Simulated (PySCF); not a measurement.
Start geometry of [InBr4]- (`[Br][In-]([Br])([Br])[Br]`) from GFN2-xTB (Å):
```
atom  x, y, z in Å
In1    0.061   -0.076    0.013
Br2   -0.006   -0.031    2.542
Br3    2.337    0.004   -0.886
Br4   -1.110    2.090   -0.842
Br5   -1.207   -2.097   -0.889
```

What comes out of this run: PBE0-D3(BJ)/def2-SVP geometry optimisation, gas phase, def2 core potentials past Kr (PySCF)?

```
atom  x, y, z in Å
In1    0.0141   -0.0151    0.0226
Br2   -0.1539   -0.0815    2.5593
Br3    2.4430   -0.0225   -0.7076
Br4   -1.1045    2.0455   -0.9431
Br5   -1.1238   -2.0368   -0.9932
```

The energy falls by 7.0 kJ/mol over 10 energy and gradient evaluations, the largest force component goes from 0.0230 to 4.0e-04 Eh/bohr, and the atoms move by 0.067 Å rms after alignment. The bond that changes most is In1–Br3 (ends: indium bonded to 4 Br; bromine bonded to In), which lengthens by 0.088 Å. Bonds longer at the end by more than 0.005 Å: 2 of 4; shorter: 2. Among the angles that change most is Br2–In1–Br4, from 107.5° to 111.8°. Rotational constants go from 380.3, 378.5, 363.9 to 381.4, 370.9, 367.7 MHz. The orientation of the end geometry is arbitrary; only internal coordinates are fixed.

The run used 154 basis functions and 54 SCF cycles in all.

No frequency check. The geometry's basis has no diffuse functions, a weakness for an anion.
